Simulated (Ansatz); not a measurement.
Program: Ansatz 0.2.0.

CH5FOSiTe (`OC[Te][SiH2]F`) at its PBE0-D4/def2-TZVP geometry, where that method's forces vanish. The species carries charge 0 and has multiplicity 1. Te: def2 effective core potential.

| atom | x (Å) | y (Å) | z (Å) |
| --- | --- | --- | --- |
| O1 | 0.039 | -1.899 | -1.501 |
| C2 | -0.775 | -0.893 | -1.014 |
| Te3 | 0.083 | 1.119 | -1.224 |
| Si4 | 0.580 | 1.333 | 1.177 |
| F5 | -0.645 | 1.919 | 2.027 |
| H6 | 0.850 | -1.928 | -0.984 |
| H7 | -1.029 | -1.003 | 0.044 |
| H8 | -1.685 | -0.881 | -1.610 |
| H9 | 1.726 | 2.252 | 1.365 |
| H10 | 0.855 | -0.021 | 1.721 |

For each bond, give half the difference of the two atoms' forces along it (eV/Å; positive pushes the atoms apart) under PBE-D4, r2SCAN-D4, B3LYP-D4, ωB97M-V in def2-TZVPP. (An estimate is asked.)

The calculation gave: 
```json
{"bond": "O1–C2", "length (Å)": "1.383", "PBE-D4": "0.25", "r2SCAN-D4": "0.21", "B3LYP-D4": "0.33", "ωB97M-V": "0.42"}
{"bond": "O1–H6", "length (Å)": "0.962", "PBE-D4": "0.42", "r2SCAN-D4": "0.03", "B3LYP-D4": "-0.05", "ωB97M-V": "-0.13"}
{"bond": "C2–Te3", "length (Å)": "2.198", "PBE-D4": "0.22", "r2SCAN-D4": "0.20", "B3LYP-D4": "0.21", "ωB97M-V": "-0.20"}
{"bond": "C2–H7", "length (Å)": "1.093", "PBE-D4": "0.05", "r2SCAN-D4": "-0.09", "B3LYP-D4": "-0.16", "ωB97M-V": "-0.12"}
{"bond": "C2–H8", "length (Å)": "1.088", "PBE-D4": "0.09", "r2SCAN-D4": "-0.08", "B3LYP-D4": "-0.18", "ωB97M-V": "-0.13"}
{"bond": "Te3–Si4", "length (Å)": "2.461", "PBE-D4": "0.00", "r2SCAN-D4": "0.03", "B3LYP-D4": "0.18", "ωB97M-V": "-0.04"}
{"bond": "Si4–F5", "length (Å)": "1.602", "PBE-D4": "0.55", "r2SCAN-D4": "0.05", "B3LYP-D4": "0.19", "ωB97M-V": "0.17"}
{"bond": "Si4–H9", "length (Å)": "1.481", "PBE-D4": "0.03", "r2SCAN-D4": "-0.04", "B3LYP-D4": "-0.14", "ωB97M-V": "-0.16"}
{"bond": "Si4–H10", "length (Å)": "1.486", "PBE-D4": "0.03", "r2SCAN-D4": "-0.02", "B3LYP-D4": "-0.13", "ωB97M-V": "-0.15"}
```

B3LYP here is the variant with VWN-RPA as its local correlation; programs differ in this.
